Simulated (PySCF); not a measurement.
C₂H₃Cl₃Si, SMILES Cl[Si](Cl)(Cl)C=C. Coordinates come from a PBE-D3(BJ)/def2-SVP optimisation. The values are those of a single conformer.

Q: Give the equilibrium geometry at PBE-D3(BJ)/def2-SVP (PySCF confirms it by a frequency run) as Cartesian coordinates in Å, and its point group. (The exact figures need the calculation; the answer reports its results.)

A: Several could match; the one computed here: point group Cs.
```xyz
9

C     -2.5894     1.0979     0.0000
C     -1.2731     1.3842     0.0000
Si     0.0559     0.0921     0.0000
Cl    -0.7717    -1.8038     0.0000
Cl     1.2576     0.2970    -1.6703
Cl     1.2576     0.2970     1.6703
H     -2.9530     0.0564     0.0000
H     -3.3550     1.8922     0.0000
H     -0.9392     2.4381     0.0000
```
Charge 0, spin multiplicity 1.
